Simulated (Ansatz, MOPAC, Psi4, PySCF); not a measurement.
Molecule: CH2N (charge 0, doublet). SMILES: [CH]=N
Structure (B3LYP-D3(BJ)/def2-TZVP (Ansatz, a program for electronic structure) minimum search):
```xyz
4

C     -0.6279     0.1446     0.0221
N      0.4930    -0.3265    -0.0316
H     -1.0237     1.1662     0.0980
H      1.3407     0.2518    -0.0099
```
Charge 0, spin multiplicity 2.

Wanted: size of the dipole moment, in D. Set-up: spin-orbit terms left out; non-relativistic; 6-311+G** with 5d; UHF or UKS for open shells; 6-31G* and kin with 6d, 5d where marked; no dispersion term unless named. Ab initio and DFT rows: single points at B3LYP-D3(BJ) geometries (Ansatz). Semi-empirical rows: dipoles at the shared geometry.

| level | program | size of the dipole moment (D) |
|---|---|---|
| MNDO | MOPAC | 2.33 |
| PBE/3-21G | Ansatz | 2.36 |
| PBE/def2-SVP | Ansatz | 2.13 |
| B3LYP/3-21G | Ansatz | 2.40 |
| B3LYP/6-31G* | Ansatz | 2.19 |
| B3LYP/def2-SVP | Ansatz | 2.18 |
| B3LYP/6-311+G** | Ansatz | 2.39 |
| M06-2X/6-31G* (5d) | PySCF | 2.25 |
| wB97X-D/6-31G* | Psi4 | 2.29 |

No value to compare with is used here. The 9 habitual levels span 2.13 (PBE/def2-SVP) to 2.40 D (B3LYP/3-21G).

The levels are drawn from those run, B3LYP/6-31G* more often than the rest, none by its result; runs whose electronic state is in doubt are left out.
